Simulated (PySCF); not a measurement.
Working out the ionisation energy of Pt⁺

Pt⁺ [Xe] 4f14 5d9 (2D) → Pt²⁺ [Xe] 4f14 5d8 (3F). Calculation: PySCF 2.14, in aug-cc-pVDZ-PP with ECP60MDF; scalar relativity through the core potential. Frozen: 5s2 5p6. Energies in hartree (1 hartree = 27.21139 eV):

```
             part  Pt⁺ (lower)  Pt²⁺ (upper)
              UHF  -118.234344   -117.614113
MP2 opposite-spin    -0.141835     -0.099958
    MP2 same-spin    -0.074967     -0.056362
```

Question: What does Hartree-Fock give?

Answer: (-117.614113) − (-118.234344) = 0.620231 hartree = 16.877 eV.

Question: What do MP2 and SCS-MP2 (6/5 opposite-spin, 1/3 same-spin) give?

Answer: The opposite-spin parts differ by 1.140 eV and the same-spin parts by 0.506 eV. MP2: 16.877 + (1.140) + (0.506) = 18.523 eV. SCS-MP2: 16.877 + 1.2 × (1.140) + (0.506)/3 = 18.414 eV.

Reference: 18.56 ± 0.12 eV (measured; NIST Atomic Spectra Database, ionization energies), between the lowest levels; spin-orbit coupling is absent from the calculation.

A double-zeta basis recovers only part of the correlation energy.

What remains against the reference includes basis incompleteness, the frozen core and correlation beyond second order.
